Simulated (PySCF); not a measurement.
**Which determinant of GaAs lies lowest?**

Unrestricted PBE0; Ga cc-pVDZ-PP with ECP10, As cc-pVDZ-PP with ECP10; scalar-relativistic core potentials (PySCF 2.14). Outer shells of the fragments: Ga 3d10 4s2 4p1; As 3d10 4s2 4p3.

Followed along the bond (rough minima from three points):

```json
{"2Ms+1": "3", "unpaired": "π ↑↑", "⟨S²⟩ at the start": "2.01", "R at minimum (Å)": "2.58", "Te (eV)": "0.00"}
{"2Ms+1": "3", "unpaired": "σ ↑, π ↑", "⟨S²⟩ at the start": "2.01", "R at minimum (Å)": "2.36", "Te (eV)": "0.17"}
{"2Ms+1": "1", "unpaired": "π ↑↓", "⟨S²⟩ at the start": "1.01", "R at minimum (Å)": "2.58", "Te (eV)": "0.33"}
{"2Ms+1": "1", "unpaired": "σ ↓, π ↑", "⟨S²⟩ at the start": "1.02", "R at minimum (Å)": "2.34", "Te (eV)": "0.37"}
{"2Ms+1": "1", "unpaired": "none", "⟨S²⟩ at the start": "0.00", "R at minimum (Å)": "none in the scan", "Te (eV)": "≤ 1.17"}
```

Solutions found at the starting distance of 2.380 Å, counted from the lowest of them; the search is not exhaustive and high or unbound solutions are not listed, so other states can lie among these:

```
2Ms+1    unpaired   term  E (eV)  ⟨S²⟩  ⟨Lz²⟩  μ (D)
    3        π ↑↑    ³Σ⁻    0.00  2.01   0.00  -0.52
    3    σ ↑, π ↑     ³Π    0.03  2.01   1.01  -2.03
    1    σ ↓, π ↑  mixed    0.24  1.02   1.01  -2.08
    1        π ↑↓  mixed    0.32  1.01   2.01  -0.44
    1        none    ¹Σ⁺    1.22  0.00   0.00  -3.11
    1        none  mixed    1.25  0.00   2.00  -0.12
    5  σ ↑, π ↑↑↑     ⁵Π    1.93  6.01   1.00   1.20
    3  σ ↓, π ↑↑↑  mixed    2.62  3.02   1.00   1.38
    3        π ↑↑  mixed    3.12  2.01   2.01  -0.77
    3        π ↑↑  mixed    3.44  2.01   2.01  -1.00
```

A term symbol is given only where ⟨S²⟩ and ⟨Lz²⟩ are close to those of a pure state; real π, δ and φ orbitals otherwise mix terms. A positive dipole means Ga(−)As(+).

Problem. Compare the gap between the two lowest followed solutions at the starting distance with the gap between their minima.

Solution. At PBE0 the second solution (triplet, unpaired electrons σ ↑, π ↑) lies +0.03 eV from the first (triplet, unpaired electrons π ↑↑) at 2.380 Å and +0.17 eV at the minima; the two curves relax by different amounts, since their minima lie near 2.36 and 2.58 Å.

Spin–orbit coupling is left out.
